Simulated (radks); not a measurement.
Values are calculated unless marked as measured or tabulated.
Rb4+, 33 electrons, occupied as [Ar] 3d10 4s2 4p3. Code: a radial shooting solver on a logarithmic mesh with Libxc functionals. Model: Dirac Kohn-Sham, PBE, spin-unpolarised, spherical densities, point nucleus; open shells fill j = l - 1/2 first.

Spin-orbit splittings of the eigenvalues, e(l+1/2) - e(l-1/2), with zeta = 2 splitting/(2l+1) and mean radii in bohr:

\begin{tabular}{lrrrrr}
shell & occ. & splitting (eV) & zeta (eV) & <r> j=l-1/2 & <r> j=l+1/2 \\ \hline
2p & 6 & 60.80 & 40.54 & 0.1522 & 0.1563 \\
3p & 6 & 9.156 & 6.104 & 0.5109 & 0.5212 \\
3d & 10 & 1.561 & 0.6243 & 0.5205 & 0.5242 \\
4p & 3 & 1.178 & 0.7851 & 1.502 & 1.526 \\
\end{tabular}
